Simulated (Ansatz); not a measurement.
A series at Si: from `[Cl][GeH2][NH][SiH](Cl)Cl`, ligands are replaced one by one, each step taking up H₂ and setting free HCl; n counts the steps. Ansatz, PBE0-D4/def2-TZVP geometries. Each molecule was computed in one conformer, which needn't be the lowest.

```
n                     molecule  HOMO energy, ωB97M-V/def2-TZVPP (eV)
0  `[Cl][GeH2][NH][SiH](Cl)Cl`                                -10.64
1     `Cl[SiH2][NH][GeH2][Cl]`                                -10.54
2         `Cl[SiH2][NH][GeH3]`                                -10.09
3           `[SiH3][NH][GeH3]`                                     ?
```

**Question.** By hand: fit a straight line y = ȳ + b (n − n̄) to the 3 given rows and predict n = 3.

**Answer.** n̄ = 1.000, ȳ = -10.423; Σ(n − n̄)(y − ȳ) = 0.550, Σ(n − n̄)² = 2.000, so b = 0.275 eV a step. Prediction: -10.423 + (0.275) × (2.000) = -9.87 eV.

**Question.** By hand: compare with the computed value, -9.56 eV, and give the steps along the whole series.

**Answer.** The line misses by 0.31 eV (computed minus predicted). Steps: 0.10, 0.45, 0.53 eV.

The steps grow at each stage, from 0.10 to 0.53 eV, so the series is curved and an end member is harder to predict than an inner one. The highest orbital can change its character along such a series. The miss is 28.7 % of the series' range.
